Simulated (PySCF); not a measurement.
**Löwdin shares of the frontier orbitals**

Cyclohexanecarboxaldehyde, C7H12O.
Numbering: `[O:1]=[CH:2][CH:3]1[CH2:4][CH2:5][CH2:6][CH2:7][CH2:8]1` (hydrogens: H9 on C2; H10 on C3; H11, H12 on C4; H13, H14 on C5; H15, H16 on C6; H17, H18 on C7; H19, H20 on C8)

Cartesian coordinates in Å at the GFN2-xTB level; atoms count from 1:
```xyz
20
C7H12O angstrom
O      2.274   -0.370   -1.496
C      1.821    0.521   -0.835
C      1.123    0.383    0.492
C      0.693   -1.059    0.773
C     -0.445   -1.480   -0.153
C     -1.622   -0.517   -0.040
C     -1.178    0.905   -0.367
C     -0.067    1.343    0.583
H      1.918    1.578   -1.163
H      1.874    0.687    1.234
H      1.547   -1.722    0.629
H      0.369   -1.137    1.813
H     -0.766   -2.492    0.101
H     -0.082   -1.494   -1.182
H     -2.020   -0.546    0.977
H     -2.419   -0.825   -0.720
H     -2.025    1.589   -0.287
H     -0.810    0.942   -1.396
H      0.255    2.359    0.343
H     -0.446    1.345    1.607
```

Computed with TDDFT PBE0/def2-SVPD, vertical, gas phase, core orbitals frozen in the response (PySCF 2.14.0, density-fitted response routines).

Kohn–Sham orbitals with the atoms that hold most of them (Löwdin shares over 4%, at most four atoms; ? is withheld):

```csv
orbital,ε (eV),atoms
HOMO-3,-9.26,"C5 20%, C6 19%, H14 12%, H15 11%"
HOMO-2,-8.66,"C6 13%, C5 13%, C4 13%, C7 12%"
HOMO-1,-8.62,"C5 14%, C6 14%, C7 12%, C4 12%"
HOMO,-7.37,?
LUMO,-0.78,?
LUMO+1,0.62,"C8 10%, C2 8%, H19 8%, H10 7%"
LUMO+2,1.16,"H18 15%, C7 11%, H10 8%, H12 8%"
```

(1) Give the leading atoms of the LUMO.

(2) Which atoms hold the HOMO, and with what shares?

(3) How does S1 compare with the orbital gap of 6.58 eV?

(4) One configuration dominates each of S1, S2, S3 and S4. Which, and how do the shares of the two leading atoms of either orbital change from the occupied to the empty one?

## Answers

(1) C2 (bonded to C, O and H) 39%; O1 (bonded to C) 33%; C3 (bonded to 3 C and H) 8%; H9 (bonded to C) 6%. By element: carbon 47% or more, oxygen 33%, hydrogen 6% or more.

(2) O1 (bonded to C) 55%; C2 (bonded to C, O and H) 16%; C3 (bonded to 3 C and H) 11%; H9 (bonded to C) 9%. By element: oxygen 55%, carbon 27% or more, hydrogen 9% or more.

(3) S1 is at 4.27 eV (f = 0.0001), 2.32 eV below the gap, made of HOMO→LUMO (98%). 

(4) 
- S1 (4.27 eV, f 0.0001), HOMO→LUMO (98%): O1 55% → 33%, C2 16% → 39%; low, almost dark, from the terminal oxygen into the C=O bond, the pattern of n→π*
- S2 (6.61 eV, f 0.0015), HOMO-1→LUMO (90%): C5 14% → at most 6%, C6 14% → at most 6%, C2 at most 12% → 39%, O1 at most 12% → 33%
- S3 (6.74 eV, f 0.019), HOMO-2→LUMO (89%): C6 13% → at most 6%, C5 13% → at most 6%, C2 at most 12% → 39%, O1 at most 12% → 33%
- S4 (6.95 eV, f 0.015), HOMO→LUMO+1 (90%): O1 55% → at most 8%, C2 16% → 8%, C8 at most 10% → 10%

The run took about 2.4 min of CPU time (with the writing of density and orbital grids) (one thread, shared machine).

One conformer stands for the species.
